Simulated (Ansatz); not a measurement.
Cost and result up the ladder for SiH2Me(OiPr) (C4H12OSi) (18 atoms). The state is a singlet with charge 0. Geometry: PBE-D4/def2-SVP.

```
atom   x (Å)   y (Å)   z (Å)
  C1  -3.006  -0.669  -0.257
  C2   1.041   0.505   0.214
  C3   1.435   1.797  -0.496
  C4   2.034  -0.630  -0.039
  O5  -0.266   0.146  -0.247
 Si6  -1.341  -0.847   0.586
  H7  -0.903  -2.293   0.560
  H8  -1.401  -0.413   2.035
  H9  -2.937  -0.974  -1.321
 H10  -3.357   0.382  -0.220
 H11  -3.764  -1.310   0.238
 H12   1.000   0.703   1.315
 H13   1.473   1.632  -1.592
 H14   2.431   2.149  -0.158
 H15   0.691   2.592  -0.293
 H16   1.735  -1.555   0.495
 H17   2.082  -0.861  -1.123
 H18   3.052  -0.353   0.305
```

Ansatz on 4 threads of Arm Neoverse V2 on a shared host. Times are rough, and most runs start from the orbitals of an earlier one. ωB97M-V/def2-TZVP serves as the yardstick here, not as an exact answer. Differences are given only for rows in sets of like size (and for xTB, whose basis is part of the method), since another set adds its own error. Binding counts from free atoms at the same level (C triplet, O triplet, Si triplet, H doublet; other spins of the atoms weren't run), without zero-point energy or a counterpoise term.

Correlated methods freeze 10 core orbitals. The rows differ in basis, and correlated rows in double-zeta sets carry the largest basis error. Another isomer (singlet) lies 0.70 eV lower at PBE0-D4/def2-TZVP; other spin states weren't run for this one.

Correlated methods converge slowly with the basis, most of all in double-zeta sets.

```
                         level  functions  binding energy per atom (eV)  difference from ωB97M-V/def2-TZVP (eV)
             PBE0-D4/def2-TZVP        264                          3.96                                    0.00
         LDA (SPW92)/def2-TZVP        264                          4.46                                    0.50
                     HF/STO-3G         46                          3.68                                       –
           r2SCAN-D4/def2-TZVP        264                          3.96                                    0.00
PBE-D4/def2-TZVP (with forces)        264                          4.00                                    0.04
              PBE0-D4/def2-SVP        148                          3.98                                       –
                 MP2/def2-TZVP        264                          3.85                                   -0.11
              CCSD(T)/def2-SVP        148                          3.78                                       –
             BLYP-D4/def2-TZVP        264                          3.93                                   -0.03
               PBE-D4/def2-SVP        148                          4.02                                       –
             ωB97M-V/def2-TZVP        264                          3.96                                    0.00
```

(1) Estimate how long each takes.

Results:

(1) HF/STO-3G 0.15 s; PBE-D4/def2-SVP 1.4 s; LDA (SPW92)/def2-TZVP 1.6 s; PBE0-D4/def2-SVP 1.9 s; BLYP-D4/def2-TZVP 2.6 s; PBE-D4/def2-TZVP (with forces) 3.2 s; MP2/def2-TZVP 3.9 s; PBE0-D4/def2-TZVP 4.8 s; r2SCAN-D4/def2-TZVP 5.5 s; ωB97M-V/def2-TZVP 12 s; CCSD(T)/def2-SVP 27 s. On shared hardware such times vary by a factor of up to 3.
